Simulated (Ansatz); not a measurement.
Frontier orbitals of C2H10B2Si.

```json
{"atom": "B1", "x (Å)": "0.215", "y (Å)": "-1.289", "z (Å)": "0.642"}
{"atom": "B2", "x (Å)": "1.416", "y (Å)": "-0.739", "z (Å)": "-0.144"}
{"atom": "C3", "x (Å)": "2.491", "y (Å)": "-0.019", "z (Å)": "-0.944"}
{"atom": "Si4", "x (Å)": "-0.679", "y (Å)": "0.497", "z (Å)": "-0.076"}
{"atom": "C5", "x (Å)": "-2.395", "y (Å)": "0.478", "z (Å)": "0.680"}
{"atom": "H6", "x (Å)": "0.174", "y (Å)": "-1.102", "z (Å)": "1.832"}
{"atom": "H7", "x (Å)": "-0.500", "y (Å)": "-2.121", "z (Å)": "0.145"}
{"atom": "H8", "x (Å)": "2.092", "y (Å)": "0.377", "z (Å)": "-1.884"}
{"atom": "H9", "x (Å)": "3.351", "y (Å)": "-0.658", "z (Å)": "-1.158"}
{"atom": "H10", "x (Å)": "2.840", "y (Å)": "0.840", "z (Å)": "-0.358"}
{"atom": "H11", "x (Å)": "0.017", "y (Å)": "1.757", "z (Å)": "0.330"}
{"atom": "H12", "x (Å)": "-0.796", "y (Å)": "0.563", "z (Å)": "-1.565"}
{"atom": "H13", "x (Å)": "-2.328", "y (Å)": "0.473", "z (Å)": "1.769"}
{"atom": "H14", "x (Å)": "-2.960", "y (Å)": "1.360", "z (Å)": "0.366"}
{"atom": "H15", "x (Å)": "-2.936", "y (Å)": "-0.416", "z (Å)": "0.367"}
```

Total charge 0; spin multiplicity 1. The bonds changed during the relaxation, so this is another structure than the one it started from. All single points use the PBE0-D4/def2-TZVP geometry. It is one conformer, not always the lowest. Basis def2-TZVPP, the Gaussian-basis code of Ansatz.

| functional | HOMO (eV) | LUMO (eV) | gap (eV) |
| --- | --- | --- | --- |
| PBE | -5.92 | -2.29 | 3.63 |
| revPBE | -5.87 | -2.21 | 3.66 |
| BLYP | -5.77 | -2.15 | 3.62 |
| PBE0 | -6.95 | -1.35 | 5.60 |
| B3LYP | -6.75 | -1.56 | 5.19 |
| r2SCAN0 | -7.07 | -1.18 | 5.89 |
| CAM-B3LYP | -8.18 | -0.22 | 7.96 |
| LC-ωPBE | -9.47 | 0.93 | 10.40 |
| ωB97X-V | -9.15 | 0.83 | 9.98 |
| ωB97M-V | -8.99 | 0.63 | 9.62 |

A quarter of exact exchange (PBE0) shifts PBE's HOMO by −1.03 eV and its LUMO by +0.94 eV; full exchange at long range (ωB97M-V) shifts them by −3.07 and +2.92 eV. The gap opens from 3.63 to 9.62 eV, since occupied levels lose self-interaction and empty ones feel all the electrons. A positive LUMO is unbound and depends on the basis.

B3LYP here is the variant with VWN-RPA as its local correlation; programs differ in this. LC-ωPBE has ω = 0.4 bohr⁻¹.
